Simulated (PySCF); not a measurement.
## UHF on He (helium, neutral)

Configuration: 1s2, closed-shell 1S. Computed with PySCF 2.14 in aug-cc-pVQZ-DK, with scalar relativity by spin-free X2C-1e.

* Total energy: -2.861623 hartree
* One-electron energy: -3.8874 hartree
* Hartree (Coulomb) energy: 2.0515 hartree
* Exchange energy: -1.0257 hartree
* ⟨S²⟩: 0.0000
* ⟨L²⟩: 0.000
* Sum of ⟨r⟩: 1.855 bohr
* Sum of ⟨r²⟩: 2.371 bohr²
* Langevin diamagnetic susceptibility: -1.88 ×10⁻⁶ cm³/mol

```json
{"shell": "1s", "electrons": "2", "mean orbital energy (eV)": "-24.979", "rms radius, mean of both spins (bohr)": "1.09"}
```
